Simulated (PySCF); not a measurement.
Species: CH₄FNSi.
Bonds: C1–N2 (double), N2–Si3, Si3–F4. Hydrogens: H5, H6 on C1; H7, H8 on Si3.

Method: PySCF, PBE0-D3(BJ)/def2-SVP geometry optimisation, gas phase.

Q: What internal coordinates does the optimisation give?

A: 
```json
{"bond": "C1=N2", "length (pm)": "126.2", "order": "double"}
{"bond": "N2–Si3", "length (pm)": "174.2", "order": "single"}
{"bond": "Si3–F4", "length (pm)": "161.9", "order": "single"}
{"bond": "C1–H5", "length (pm)": "110.6", "order": "single"}
{"bond": "C1–H6", "length (pm)": "111.3", "order": "single"}
{"bond": "Si3–H7", "length (pm)": "149.5", "order": "single"}
{"bond": "Si3–H8", "length (pm)": "148.4", "order": "single"}
```

Orders are formal, as drawn. A selection of angles:
```json
{"angle": "N2–C1–H5", "degrees": "120.5"}
{"angle": "N2–C1–H6", "degrees": "124.7"}
{"angle": "H5–C1–H6", "degrees": "114.8"}
{"angle": "C1–N2–Si3", "degrees": "124.4"}
{"angle": "N2–Si3–F4", "degrees": "107.4"}
{"angle": "N2–Si3–H7", "degrees": "112.6"}
{"angle": "N2–Si3–H8", "degrees": "108.6"}
{"angle": "F4–Si3–H7", "degrees": "107.4"}
{"angle": "H7–Si3–H8", "degrees": "112.1"}
```

Torsions: C1–N2–Si3–F4 -123° (anticlinal). The mirror-image conformer, all signs reversed, is as good.

Si3 (fluorine-bound silicon) is tetrahedral (angles from 107.4° to 112.6°).

Point group: C1 (no symmetry element, even within 0.4 Å). Not checked by PBE0-D3(BJ)/def2-SVP frequencies. The numbers are those of one conformer.
